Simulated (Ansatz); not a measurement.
Ansatz (a program for electronic structure) input (HF/aug-cc-pVTZ): A basis named .json is the Basis Set Exchange file of that set (core-valence sets with the plain set on hydrogen).

Ansatz 0.2 input:
```yaml
crystal:
  periodic: [false, false, false]
  atoms:
    - {symbol: F, position_ang: [0.00000000, 0.00000000, 0.00000000]}
basis:
  gaussian:
    orbitals: aug-cc-pVTZ
    fitting: {mean_field: def2-universal-JKFIT.json}
hamiltonian:
  xc: {name: HF}
magnetization: {spin_polarized: true, initial_magnetization: 1}
scf: {lower_state_search: full}
```

Output:

```
Functional definition: HF
integrals: 0.00 GiB planned
77 factors; integrals over basis functions are off by at most 9.1e-1 eV
mean field: 0.05 GiB planned
mean field evaluation 1: about -2704.7734 eV, gradient 9.0e0 eV
mean field evaluation 2: about -2704.9753 eV, gradient 2.9e0 eV
mean field evaluation 4: about -2704.9986 eV, gradient 2.2e-1 eV
mean field evaluation 8: about -2704.7583 eV, gradient 4.7e0 eV
mean field evaluation 16: about -2704.9986 eV, gradient 2.2e-1 eV
mean field evaluation 32: about -2661.9802 eV, gradient 3.3e1 eV
mean field -2704.99911709 eV, -99.4068840390 hartree, gradient 1.7e-5 eV, S^2 0.754133; 2 other end points of the search recorded, 0 dependent functions left out
reference -2704.99911709 eV, -99.4068840390 hartree; 5, 4 occupied and 41, 42 virtual orbitals, 77 factors
Total energy: -2704.99911709 eV, -99.4068840390 hartree
```
